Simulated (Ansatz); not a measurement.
A nudged elastic band was laid between two geometries of C2H8BNS (13 atoms, charge 0, multiplicity 1).

Computed with RKS PBE/def2-SVP in Ansatz.

- movable images: 9
- climbing image: yes
- spring: 5.0 eV/Å²
- optimiser: quadratic models (default)
- start path: through a guess of the saddle point
- force threshold: 0.05 eV/Å
- iteration limit: 60
- end points: relaxed

First end point:

```xyz
13
Properties=species:S:1:pos:R:3
B -0.676 0.497 0.023
N -0.133 -0.614 0.708
C 1.114 -1.300 0.429
S -2.280 1.239 0.535
H -2.564 0.420 1.588
C 0.048 1.179 -1.215
H -0.648 -1.009 1.497
H 1.817 -1.262 1.292
H 0.957 -2.372 0.175
H 1.623 -0.827 -0.432
H -0.541 2.005 -1.658
H 0.248 0.443 -2.023
H 1.033 1.601 -0.918
```

Last end point:

```xyz
13
Properties=species:S:1:pos:R:3
B -0.964 0.612 -0.175
N -0.160 -0.268 0.977
C 0.719 -1.372 0.524
S -2.660 0.573 0.065
H -0.978 -0.611 1.518
C 0.027 1.281 -1.215
H 0.361 0.378 1.594
H 1.136 -1.939 1.379
H 0.123 -2.053 -0.112
H 1.548 -0.959 -0.080
H -0.528 1.947 -1.901
H 0.550 0.526 -1.844
H 0.826 1.885 -0.728
```

**Question.** Which bonds break or form, and what moves?

**Answer.** Bonds broken: S4–H5. Bonds formed: N2–H5.

**Question.** What energy profile does the band end with?

**Answer.** The run converged. The highest image is number 7 of 0 to 10, 1.50 eV above the first end and 0.51 eV above the last; the last end lies 0.99 eV above the first. A vibrational analysis at the climbing image gives one clearly imaginary mode, 1144i cm⁻¹: a first-order saddle point. The orbitals stay closed-shell, which can raise the energy where a bond breaks towards radicals; this wasn't checked here.

```tsv
image	path coordinate (Å)	energy (eV)	S4–H5 (Å)	N2–H5 (Å)
0	0.00	0.00	1.36	2.78
1	0.54	0.01	1.36	2.78
2	1.09	0.05	1.36	2.73
3	1.63	0.18	1.36	2.67
4	2.17	0.39	1.36	2.59
5	2.71	0.73	1.36	2.39
6	3.26	1.11	1.39	1.97
7	3.80	1.50	1.63	1.40
8	4.11	1.24	1.97	1.13
9	4.42	1.02	2.35	1.05
10	4.73	0.99	2.52	1.04
```

**Question.** What is the geometry of the highest image?

**Answer.** 
```xyz
13
Properties=species:S:1:pos:R:3
B -0.791 0.602 -0.105
N -0.096 -0.294 0.971
C 0.790 -1.384 0.547
S -2.503 0.503 0.332
H -1.466 -0.386 1.227
C 0.000 1.309 -1.264
H 0.353 0.285 1.697
H 1.126 -1.980 1.419
H 0.231 -2.060 -0.131
H 1.690 -1.023 0.001
H -0.643 1.948 -1.898
H 0.475 0.550 -1.925
H 0.835 1.930 -0.871
```

**Question.** What are the harmonic wavenumbers there?

**Answer.** 1144i, 67, 101, 188, 198, 289, 407, 457, 606, 701, 762, 833, 999, 1031, 1078, 1093, 1133, 1154, 1277, 1312, 1376, 1386, 1392, 1419, 1432, 1577, 2948, 2957, 3024, 3035, 3068, 3087, 3401 cm⁻¹.

The band took 19 iterations and of the order of 12 core-minutes.

Time of the run: 6.3 min on 2 threads of Arm Neoverse V1, on a shared host, peak memory 0.15 GiB.
